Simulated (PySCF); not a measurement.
Te(NH2)(OSiH3) (H5NOSiTe), SMILES N[Te]O[SiH3]. Coordinates come from a PBE0-D3(BJ)/def2-SVP optimisation. This is a generated structure with no PubChem entry under its InChIKey; it may be hypothetical. The def2 effective core potentials stand for the cores of Te; spin–orbit coupling is left out. Other conformers were not sampled.

Computed equilibrium geometry at PBE0-D3(BJ)/def2-SVP (PySCF confirms it by a frequency run) as a Z-matrix (one conformer of several):
```
O
Si 1 1.6674
H 2 1.4915 1 107.50
H 2 1.4965 3 109.53 1 -121.76
H 2 1.4998 3 108.92 4 -117.76
Te 1 2.0166 2 121.73 3 176.51
N 6 1.9951 1 102.24 2 -80.21
H 7 1.0162 6 115.93 1 67.87
H 7 1.0164 8 111.58 6 135.19
```
